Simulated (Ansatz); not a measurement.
**Ligand exchange: GeH2(CH3)Cl + AlClF2 → GeH2Cl2 + Al(CH3)F2**

Species: GeH2(CH3)Cl, singlet; AlClF2 `[F][Al]([F])[Cl]`, singlet; GeH2Cl2 (dichlorogermane) `[Cl][GeH2][Cl]`, singlet; Al(CH3)F2, singlet. The partners trade CH3 for Cl: Ge–CH3 and Al–Cl bonds give way to Ge–Cl and Al–CH3.

Shapes, held fixed at every level: PBE0-D4/def2-TZVP. Programs: Ansatz 0.2.0. Electronic energies: no zero-point or thermal term.

(1) Estimate ΔE of this reaction.

Results:

(1) The highest level, CCSD(T)/def2-TZVPP, gives ΔE = +69.1 kJ/mol; the levels span +59.9 to +71.0. The column of differences is taken from that level and isn't an error. No measured value is set beside it here. Relativity is left out for Ge. Outer-core shells of Ge are correlated, in sets that cover them unevenly.

| level | kind | ΔE (kJ/mol) | less CCSD(T)/def2-TZVPP |
| --- | --- | --- | --- |
| HF/def2-TZVPP | Hartree–Fock | +69.7 | +0.6 |
| r2SCAN-D4/def2-TZVPP | meta-GGA | +64.1 | -5.0 |
| B3LYP-D4/def2-TZVPP | global hybrid | +59.9 | -9.2 |
| B2PLYP/def2-TZVPP | double hybrid | +63.6 | -5.5 |
| MP2/def2-SVP | perturbation theory | +69.7 | +0.6 |
| MP2/def2-TZVPP | perturbation theory | +71.0 | +1.9 |
| CCSD(T)/def2-SVP | coupled cluster or CI | +67.4 | -1.7 |
| CCSD(T)/def2-TZVPP | coupled cluster or CI | +69.1 | 0.0 |
